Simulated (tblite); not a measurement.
Compound: N-tert-butylformamide, C5H11NO.
Numbering: `[CH3:1][C:2]([CH3:3])([CH3:4])[NH:5][CH:6]=[O:7]` (hydrogens: H8, H9, H10 on C1; H11, H12, H13 on C3; H14, H15, H16 on C4; H17 on N5; H18 on C6)

Computed with GFN2-xTB (tblite), gas phase: L-BFGS steps from a force-field or distance-geometry start until the largest atomic force falls under 0.01 eV/Å.

Step 12: E = -634.4381 eV
```
atom  x, y, z in Å  |  force x, y, z in eV/Å
C1     -0.4381    0.3850    1.4303   -0.012  -0.007   0.019
C2     -0.1924    0.1803   -0.0640    0.005  -0.023  -0.032
C3     -1.0388   -0.9787   -0.5914   -0.029  -0.033  -0.010
C4     -0.5300    1.4585   -0.8272    0.017   0.012   0.003
N5      1.2266   -0.1077   -0.2921    0.032  -0.016   0.004
C6      1.9018   -1.1545    0.2114   -0.003   0.016  -0.005
O7      1.4705   -2.0252    0.9248   -0.069   0.025   0.002
H8      0.2011    1.1765    1.8123    0.020   0.029   0.027
H9     -1.4743    0.6581    1.6006   -0.054   0.014   0.021
H10    -0.2252   -0.5297    1.9722    0.051  -0.051   0.018
H11    -2.0947   -0.7460   -0.4842   -0.008  -0.017   0.014
H12    -0.8190   -1.8847   -0.0356    0.027  -0.014   0.009
H13    -0.8255   -1.1544   -1.6433    0.002  -0.004  -0.015
H14    -0.3467    1.3301   -1.8923   -0.026   0.014   0.001
H15    -1.5790    1.7011   -0.6800    0.017   0.032  -0.047
H16     0.0697    2.2896   -0.4628    0.002   0.034  -0.007
H17     1.7241    0.5452   -0.8761   -0.002  -0.018   0.012
H18     2.9614   -1.1373   -0.1141    0.031   0.008  -0.015
```

Step 13: E = -634.4389 eV
```
atom  x, y, z in Å  |  force x, y, z in eV/Å
C1     -0.4374    0.3845    1.4302   -0.018  -0.009   0.040
C2     -0.1940    0.1812   -0.0649    0.008  -0.012  -0.005
C3     -1.0383   -0.9791   -0.5909   -0.031  -0.042  -0.014
C4     -0.5297    1.4589   -0.8279    0.013   0.032  -0.006
N5      1.2248   -0.1053   -0.2927    0.042  -0.027   0.003
C6      1.8986   -1.1520    0.2110    0.016  -0.016   0.004
O7      1.4647   -2.0218    0.9240   -0.072   0.008   0.016
H8      0.2020    1.1766    1.8129   -0.002   0.008   0.016
H9     -1.4745    0.6536    1.6048   -0.036   0.021   0.010
H10    -0.2221   -0.5319    1.9694    0.054  -0.033   0.015
H11    -2.0949   -0.7512   -0.4823   -0.012  -0.006   0.014
H12    -0.8144   -1.8836   -0.0344    0.026  -0.022   0.007
H13    -0.8253   -1.1544   -1.6428    0.000  -0.008  -0.020
H14    -0.3442    1.3298   -1.8922   -0.030   0.011  -0.014
H15    -1.5777    1.7059   -0.6832    0.007   0.022  -0.042
H16     0.0715    2.2888   -0.4640    0.008   0.043   0.002
H17     1.7229    0.5460   -0.8767    0.007   0.004  -0.006
H18     2.9593   -1.1396   -0.1120    0.020   0.026  -0.022
```

Task: Estimate the geometry and energy of step 14. (The exact step hangs on the optimiser's Hessian estimate; all steps are aligned on step 13, rigid shifts and turns removed.)

Result: E = -634.4396 eV, largest force 0.061 eV/Å
```
atom  x, y, z in Å  |  force x, y, z in eV/Å
C1     -0.4371    0.3837    1.4308   -0.017  -0.012   0.045
C2     -0.1955    0.1819   -0.0657    0.007   0.003   0.026
C3     -1.0383   -0.9803   -0.5905   -0.017  -0.033  -0.010
C4     -0.5291    1.4599   -0.8287    0.008   0.039  -0.012
N5      1.2236   -0.1035   -0.2933    0.034  -0.025  -0.001
C6      1.8958   -1.1500    0.2109    0.025  -0.043   0.013
O7      1.4577   -2.0182    0.9233   -0.056  -0.007   0.024
H8      0.2028    1.1768    1.8139   -0.028  -0.019   0.002
H9     -1.4753    0.6496    1.6092   -0.004   0.018   0.000
H10    -0.2180   -0.5347    1.9669    0.046  -0.002   0.007
H11    -2.0954   -0.7566   -0.4801   -0.012   0.000   0.012
H12    -0.8093   -1.8831   -0.0332    0.020  -0.025  -0.001
H13    -0.8252   -1.1546   -1.6426   -0.006  -0.012  -0.019
H14    -0.3423    1.3298   -1.8924   -0.028   0.009  -0.025
H15    -1.5763    1.7112   -0.6872   -0.003   0.011  -0.030
H16     0.0734    2.2889   -0.4652    0.012   0.042   0.007
H17     1.7219    0.5469   -0.8774    0.015   0.021  -0.018
H18     2.9577   -1.1414   -0.1102    0.003   0.033  -0.019
```

The energy changes by -0.0008 eV. The first-order estimate −F·Δx gives -0.0011 eV and the mean of the old and new forces, exact on a quadratic surface, -0.0008 eV. The step makes an angle of 69° with the force vector and moves no atom by more than 0.008 Å.

What follows is the cost of the whole relaxation. Time: 0.32 s of wall time. Hardware: Arm Neoverse N1, one thread, on a shared host.
